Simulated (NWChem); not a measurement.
System: CH$_{4}$O$_{3}$Ti; SMILES C[O][Ti](=[O])[OH]

Input file for NWChem:

```
start job
memory heap 200 mb stack 900 mb global 1100 mb
geometry units angstroms
  Ti    -0.113376     0.144569     0.393883
  O      0.177124    -0.740631     1.709483
  O      0.750524     1.648169     0.431083
  H      1.263224     2.019569     1.155783
  O     -0.416976    -0.736231    -1.040017
  C     -0.273976    -0.774631    -2.426817
  H      0.440524    -1.557131    -2.712917
  H     -1.243876    -1.010031    -2.888017
  H      0.083024     0.193369    -2.811617
end
basis spherical
  * library def2-svp
end
dft
  xc pbe0
  iterations 150
end
driver
  maxiter 120
end
task dft optimize
```

Excerpt of the output:

```
             Northwest Computational Chemistry Package (NWChem) 7.3.0
             --------------------------------------------------------

 C1  symmetry detected

                             Geometry "geometry" -> ""
                             -------------------------

 Output coordinates in angstroms (scale by  1.889725989 to convert to a.u.)

  No.       Tag          Charge          X              Y              Z
 ---- ---------------- ---------- -------------- -------------- --------------
    1 Ti                  22.0000    -0.08475073     0.46127458    -0.20146078
    2 O                    8.0000    -1.30340890     1.41222437     0.25607548
    3 O                    8.0000     1.45406833     1.19270514     0.12344730
    4 H                    1.0000     1.63240158     2.08727262     0.42993649
    5 O                    8.0000    -0.37466996    -1.22029018    -0.09038602
    6 C                    6.0000     0.17712436    -2.47537431     0.16539641
    7 H                    1.0000    -0.20541331    -2.87154204     1.11480979
    8 H                    1.0000    -0.10861559    -3.17078787    -0.63683627
    9 H                    1.0000     1.27548139    -2.41785240     0.21875467

 Effective nuclear repulsion energy (a.u.)     299.8865936217

                                Z-matrix (autoz)
                                --------

 Units are Angstrom for bonds and degrees for angles

[...]

      ----------------------
      Optimization converged
      ----------------------

  Step       Energy      Delta E   Gmax     Grms     Xrms     Xmax
  ---- ---------------- -------- -------- -------- -------- --------
@   33   -1114.98179081 -4.6D-07  0.00011  0.00003  0.00094  0.00178
                                     ok       ok       ok       ok

                                Z-matrix (autoz)
                                --------

 Units are Angstrom for bonds and degrees for angles

      Type          Name      I     J     K     L     M      Value     Gradient
      ----------- --------  ----- ----- ----- ----- ----- ---------- ----------
    1 Stretch                  1     2                       1.59493   -0.00002
    2 Stretch                  1     3                       1.81652    0.00008
    3 Stretch                  1     5                       1.80538   -0.00011
    4 Stretch                  3     4                       0.96126   -0.00001
    5 Stretch                  5     6                       1.38615   -0.00004
    6 Stretch                  6     7                       1.10494    0.00002
    7 Stretch                  6     8                       1.10585    0.00002
    8 Stretch                  6     9                       1.10491   -0.00002
    9 Bend                     1     3     4               130.66696   -0.00004
   10 Bend                     1     5     6               148.67191   -0.00001
   11 Bend                     2     1     3               117.71563    0.00002
   12 Bend                     2     1     5               118.04733   -0.00001
   13 Bend                     3     1     5               123.89699   -0.00001
   14 Bend                     5     6     7               110.63782   -0.00001
   15 Bend                     5     6     8               112.29468    0.00001
   16 Bend                     5     6     9               110.60211   -0.00000
   17 Bend                     7     6     8               107.94639   -0.00003
   18 Bend                     7     6     9               107.17337    0.00002
   19 Bend                     8     6     9               107.99511    0.00002
   20 Torsion                  1     5     6     7        -120.23268    0.00002
   21 Torsion                  1     5     6     8           0.45010   -0.00003
   22 Torsion                  1     5     6     9         121.17011    0.00001
   23 Torsion                  2     1     3     4          -0.41389   -0.00002
   24 Torsion                  2     1     5     6           0.13040    0.00003
   25 Torsion                  3     1     5     6         173.26949    0.00004
   26 Torsion                  4     3     1     5        -173.57407   -0.00002

                         Geometry "geometry" -> "geometry"
                         ---------------------------------

 Output coordinates in angstroms (scale by  1.889725989 to convert to a.u.)

[...]
```

Level: PBE0/def2-SVP. Not confirmed as a minimum by frequencies.
